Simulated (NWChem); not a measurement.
Si2H4OClF; SMILES Cl[Si@@H]([SiH2]F)O

```xyz
9

O      2.0341     0.6025    -0.0586
Si     0.4093     0.4921     0.3269
Cl    -0.7397     1.8892    -0.7401
Si    -0.3861    -1.5558    -0.4859
F      0.3155    -2.8221     0.2968
H      2.5102     1.3650     0.3172
H      0.1732     0.7808     1.7843
H     -1.8708    -1.6283    -0.2661
H     -0.0790    -1.6593    -1.9525
```
Atoms are numbered in this order, from 1.

Program: NWChem. Pople sets run with spherical d functions. Structure relaxed at the PBE-D3(BJ)/def2-SVP level. Level: M06-2X/6-31G* with SMD (1 M gas to 1 M solution), gas-phase geometry. Reactions with the solvent are ignored.

| solvent | dielectric constant | solvation free energy (kcal/mol) | cavity-dispersion-structure term (kcal/mol) | dipole in solution (D) |
|---|---|---|---|---|
| water | 78.4 | -4.6 | 3.5 | 2.08 |
| N,N-dimethylformamide | 37.2 | -5.6 | ? | 1.94 |
| 1-octanol | 9.86 | -7.1 | 0.0 | 2.02 |
| dimethyl sulfoxide | 46.8 | -5.0 | -0.1 | 1.94 |
| acetone | 20.5 | -6.4 | -1.2 | 1.95 |
| ethyl acetate | 5.99 | -5.5 | -1.3 | 1.88 |
| ethanol | 24.9 | -7.9 | -0.3 | 2.06 |

Q: Some entries are withheld; supply them.

A: 
- N,N-dimethylformamide, cavity-dispersion-structure term (kcal/mol): -0.7
